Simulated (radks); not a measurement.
Q: Coherent X-ray form factor from a spherical all-electron density. All-electron calculation, scalar-relativistic Kohn-Sham, SCAN, spin-unpolarised, spherical densities, finite nucleus; meta-GGA in the generalised Kohn-Sham scheme; Fermi nuclear charge, rms radius of each element as measured or else 0.836 A^(1/3) + 0.57 fm. Program: a radial shooting solver on a logarithmic mesh with Libxc functionals.

| sin(theta)/lambda (1/angstrom) | f0 (electrons) |
|---|---|
| 0.05 | 73.234 |
| 0.1 | 71.104 |
| 0.15 | 68.016 |
| 0.2 | 64.431 |
| 0.25 | 60.715 |
| 0.3 | 57.096 |
| 0.4 | 50.535 |
| 0.5 | 44.976 |
| 0.6 | 40.262 |
| 0.8 | 32.623 |
| 1 | 26.719 |
| 1.25 | 21.403 |
| 1.5 | 17.979 |
| 2 | 14.172 |

The species is in the configuration that NIST lists as its ground one. Which atom or ion scatters so?

A: The osmium ion Os2+, [Xe] 4f14 5d6. Extrapolating in s^2 from the first two rows gives f0(0) = 73.9, near the electron count 74; among species with that count, the fall with angle is slower the higher Z, and the table is that of Z = 76; from so few rows the species is fixed only to a neighbour or two.
